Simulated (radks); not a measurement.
Task: The tungsten ion W4+ is in [Xe] 4f14 5d(3/2: 2, 5/2: 0). Method: Dirac Kohn-Sham, PBE, spin-unpolarised, spherical densities, finite nucleus; Fermi nuclear charge, rms radius of each element as measured or else 0.836 A^(1/3) + 0.57 fm; computed with a radial shooting solver on a logarithmic mesh with Libxc functionals. Sub-shells are occupied by j as written (lower j first in brackets). One electron is removed from 4f5/2, 4f7/2, 5d3/2, 5p3/2 in turn, with full relaxation. Which removal costs least, and what does each cost?

Result: 5d3/2 50.631 eV; 4f7/2 87.993 eV; 4f5/2 90.336 eV; 5p3/2 90.697 eV. The 5d3/2 electron leaves first.
